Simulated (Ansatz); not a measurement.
```xyz
2

Al    0.0000    0.0000   -0.6858
F     0.0000    0.0000    0.9906
```

Basis set: 6-31G* (spherical functions). Left uncorrelated: 6 orbitals. Charge 0, multiplicity 1.

Computed with Ansatz (development build ahead of 0.2.0); each method stands on the lowest determinant of its kind that the runs found. Restricted open shells among the atoms or ions are ROHF, correlated in semicanonical orbitals with singles.

The atomization energy at this shape (free ground-state atoms in the same class of orbitals less the molecule, no zero-point energy) of singlet AlF:

```
method  atomization energy
   RHF        500.9 kJ/mol
```

Task: What does RHF-MP2 give?

Result: 665.3 kJ/mol.
